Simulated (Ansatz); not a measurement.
Relaxation of ClFH$_{5}$W (8 atoms, charge 0, multiplicity 2), to a largest force component of 0.03 eV/Å in at most 50 steps.

Method: UKS B3LYP-D4/def2-SVP (Ansatz).

```xyz
8
Properties=species:S:1:pos:R:3
W -0.119 0.124 -0.468
F -0.679 0.016 2.523
H 1.305 -0.205 0.362
H 0.329 1.508 0.419
H -1.604 -0.566 -0.001
H 0.162 -1.428 0.110
H 0.064 0.305 -2.176
Cl 0.542 0.246 3.512
```

**Question.** Where does it end, and by what steps?

**Answer.** The run converged. The force dipped under the threshold on the way, but the program's further checks kept it going. After 38 steps the energy has fallen by 6.541 eV; F2 moved furthest, 2.48 Å. Parted: F2–Cl8 (1.59 → 3.39 Å). Joined: W1–F2 (3.05 → 1.86 Å), W1–Cl8 (4.04 → 2.33 Å), H3–H6 (1.69 → 0.81 Å).

```json
{"step": "0", "energy less start (eV)": "0.0000", "largest force component (eV/Å)": "2.054", "accepted": "yes"}
{"step": "2", "energy less start (eV)": "-0.1082", "largest force component (eV/Å)": "0.350", "accepted": "yes"}
{"step": "4", "energy less start (eV)": "-0.1296", "largest force component (eV/Å)": "0.183", "accepted": "yes"}
{"step": "6", "energy less start (eV)": "-0.1382", "largest force component (eV/Å)": "0.088", "accepted": "yes"}
{"step": "8", "energy less start (eV)": "-0.1410", "largest force component (eV/Å)": "0.050", "accepted": "yes"}
{"step": "10", "energy less start (eV)": "-0.3250", "largest force component (eV/Å)": "1.866", "accepted": "yes"}
{"step": "12", "energy less start (eV)": "-1.5586", "largest force component (eV/Å)": "0.739", "accepted": "yes"}
{"step": "14", "energy less start (eV)": "-2.0652", "largest force component (eV/Å)": "0.462", "accepted": "yes"}
{"step": "16", "energy less start (eV)": "-2.4572", "largest force component (eV/Å)": "0.336", "accepted": "yes"}
{"step": "18", "energy less start (eV)": "-2.5082", "largest force component (eV/Å)": "0.124", "accepted": "yes"}
{"step": "20", "energy less start (eV)": "-2.5329", "largest force component (eV/Å)": "0.171", "accepted": "yes"}
{"step": "22", "energy less start (eV)": "-3.0917", "largest force component (eV/Å)": "0.991", "accepted": "yes"}
{"step": "24", "energy less start (eV)": "-3.9138", "largest force component (eV/Å)": "1.172", "accepted": "yes"}
{"step": "26", "energy less start (eV)": "-5.6787", "largest force component (eV/Å)": "1.625", "accepted": "yes"}
{"step": "28", "energy less start (eV)": "-6.3734", "largest force component (eV/Å)": "1.032", "accepted": "yes"}
{"step": "30", "energy less start (eV)": "-6.3293", "largest force component (eV/Å)": "1.247", "accepted": "no"}
{"step": "32", "energy less start (eV)": "-6.5352", "largest force component (eV/Å)": "0.057", "accepted": "yes"}
{"step": "34", "energy less start (eV)": "-6.5266", "largest force component (eV/Å)": "0.314", "accepted": "no"}
{"step": "36", "energy less start (eV)": "-6.5392", "largest force component (eV/Å)": "0.081", "accepted": "no"}
{"step": "38", "energy less start (eV)": "-6.5410", "largest force component (eV/Å)": "0.012", "accepted": "yes"}
```

```xyz
8
Properties=species:S:1:pos:R:3
W -0.375 0.390 0.717
F -1.668 1.695 0.992
H 1.329 -0.562 0.266
H 0.952 1.168 0.008
H -0.966 -1.118 0.240
H 0.792 -1.160 0.210
H -0.256 0.073 -0.950
Cl 0.193 -0.486 2.797
```

Whether the end is a true minimum wasn't checked by a vibrational analysis.

Time of the run: 3.7 min on 2 threads of Arm Neoverse V1, on a shared host, peak memory 0.26 GiB.
